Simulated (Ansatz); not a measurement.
`[Cl][SnH2][GeH3]` + HCl → `[Cl][SnH2][Cl]` + GeH₄ at 600 K and 1 bar (cleavage of the Sn–Ge bond).

Program: Ansatz. Geometries: PBE0-D4/def2-TZVP. ΔE: electronic, gas phase. CBS: MP2 limit from def2 TZ/QZ plus the TZ coupled-cluster correction, frozen cores. This one scheme is used for every species. def2 core potentials past Kr. For Ge, Sn outer-core shells are correlated without core-valence functions, which leaves a few kJ/mol of doubt a bond. Scalar relativity is left out up to krypton.

```tsv
species	CCSD(T)/CBS energy (Eh)	H − E (kJ/mol)	S (J/(mol·K))
`[Cl][SnH2][GeH3]`	-2752.95817	156.9	448.5
HCl	-460.38127	35.4	207.2
`[Cl][SnH2][Cl]`	-1134.85982	82.8	371.5
GeH₄	-2078.49493	105.8	256.4
```

H − E and S are ideal-gas, rigid-rotor, harmonic terms from PBE0-D4/def2-TZVP. 1 Eh = 2625.50 kJ/mol, R = 8.31446 J/(mol·K).

Problem. By hand: ΔE, ΔH, ΔS and ΔG.

Solution. ΔE = (-1134.85982) + (-2078.49493) − (-2752.95817) − (-460.38127) = -0.01531 Eh = -40.2 kJ/mol. Δ(H − E) = 82.8 + 105.8 − 156.9 − 35.4 = -3.7, so ΔH = -43.9 kJ/mol. ΔS = 371.5 + 256.4 − 448.5 − 207.2 = -27.8 J/(mol·K). ΔG = -43.9 − 600 × (-27.8)/1000 = -27.2 kJ/mol.

Problem. By hand: the equilibrium constant, and the temperature at which ΔG would vanish if ΔH and ΔS stayed fixed.

Solution. log₁₀ K = −ΔG/(RT ln 10) = 2.4. ΔG = 0 at ΔH/ΔS = 1579 K.

TΔS isn't small against ΔH here. A doubt of 5 kJ/mol in ΔE shifts log₁₀ K by 0.4 here. These are equilibria of isolated gas molecules and say nothing of rates. Largest T1 diagnostic: 0.012 (customary marks: 0.02 for closed shells, 0.045 for open ones).
